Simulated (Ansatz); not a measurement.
One change: `FC(F)(F)[O][GeH2][Cl]` becomes `CC#CC(F)(F)F`.

Ansatz, PBE0-D4/def2-TZVP geometries, multiplicity 1. Each molecule was computed in one conformer, which needn't be the lowest.

Scalar relativity is left out up to krypton.

```
                                        property  `FC(F)(F)[O][GeH2][Cl]`
size of the dipole moment (B3LYP/def2-TZVPP) / D                     3.01
               HOMO energy (PBE/def2-TZVPP) / eV                    -7.98
  size of the dipole moment (PBE/def2-TZVPP) / D                     2.84
            HOMO–LUMO gap (PBE0/def2-TZVPP) / eV                     8.89
           HOMO energy (ωB97M-V/def2-TZVPP) / eV                   -11.67
             HOMO energy (B3LYP/def2-TZVPP) / eV                    -9.15
```

Question: Give the same properties after the change, and the shifts. (Best estimate.)

Answer: The calculation gave: 
| property | `CC#CC(F)(F)F` | shift |
| --- | --- | --- |
| size of the dipole moment (B3LYP/def2-TZVPP) / D | 3.55 | 0.54 |
| HOMO energy (PBE/def2-TZVPP) / eV | -7.26 | 0.72 |
| size of the dipole moment (PBE/def2-TZVPP) / D | 3.42 | 0.58 |
| HOMO–LUMO gap (PBE0/def2-TZVPP) / eV | 8.77 | -0.12 |
| HOMO energy (ωB97M-V/def2-TZVPP) / eV | -10.85 | 0.82 |
| HOMO energy (B3LYP/def2-TZVPP) / eV | -8.34 | 0.81 |

With PBE0 the HOMO rises by 0.84 eV and the LUMO rises by 0.72 eV, so the gap narrows by about 0.12 eV. PBE moves the HOMO by 0.72 eV and ωB97M-V by 0.82 eV. Dipoles are sizes alone; their direction can turn.

B3LYP here is the variant with VWN-RPA as its local correlation; programs differ in this.
